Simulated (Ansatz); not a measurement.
Program: Ansatz 0.2.0.

A structure relaxed at PBE0-D4/def2-TZVP, charge 0, multiplicity 1:

```
atom    x (Å)    y (Å)    z (Å)
 Cl1   1.1516  -1.6614   0.0268
  C2   1.2461   0.1343  -0.3189
  C3  -0.1329   0.6858  -0.5503
 In4  -1.4303  -0.4810   0.7763
  H5   1.7223   0.5538   0.5658
  H6   1.9302   0.2057  -1.1648
  H7  -0.1466   1.7560  -0.3311
  H8  -0.4472   0.5406  -1.5849
  H9  -1.2141  -0.2741   2.4778
 H10  -2.6790  -1.4596   0.1035
```

Problem. Give its formula and SMILES.

Solution. C2H6ClIn, `ClC[CH2][InH2]`.

Problem. Summarise the bond lengths by kind.

Solution. 1 × C–Cl 1.831 Å; 1 × C–C 1.503 Å; 4 × C–H 1.089 to 1.093 Å; 1 × C–In 2.192 Å; 2 × H–In 1.723 to 1.728 Å.
